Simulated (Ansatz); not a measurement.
AlFH4OSi, SMILES `O[SiH](F)[AlH2]`. Total charge 0; spin multiplicity 1.

Z-matrix (Å, degrees):
```
Si
F 1 1.610
Al 1 2.471 2 110.8
O 1 1.646 2 109.7 3 -115.5
H 1 1.493 2 103.8 3 127.9
H 3 1.589 1 120.0 2 139.3
H 3 1.587 1 120.4 2 -41.5
H 4 0.959 1 118.7 2 -71.2
```

Problem. List the harmonic frequencies (cm⁻¹, unscaled) at PBE0-D4/def2-TZVP in Ansatz. (An estimate is asked.)

Solution. Computed: 58, 117, 176, 254, 338, 383, 450, 555, 733, 778, 821, 842, 891, 940, 1913, 1927, 2175, 3898.

Problem. Is this a minimum?

Solution. Yes, all 18 modes are real.

Problem. Give the ideal-gas thermochemistry at 298.15 K and 1 bar (rigid rotor, harmonic oscillator; point group C1, symmetry number 1).

Solution. Zero-point energy 103.2 kJ/mol; H(298) − E = 124.1 kJ/mol; entropy 345.6 J/(mol·K), of which translation 165.5, rotation 111.2, vibration 68.9; G(298) − E = 21.0 kJ/mol. Modes under 100 cm⁻¹ are hindered rotations or soft bends, so the harmonic entropy is rough.

Problem. And at 400, 500, 600, 800 and 1000 K?

Solution. 
```tsv
T (K)	H − E (kJ/mol)	S (J/mol/K)	G − E (kJ/mol)
400	135.4	378.2	-15.9
500	147.8	405.9	-55.1
600	161.2	430.2	-96.9
800	189.9	471.4	-187.2
1000	220.6	505.6	-285.0
```
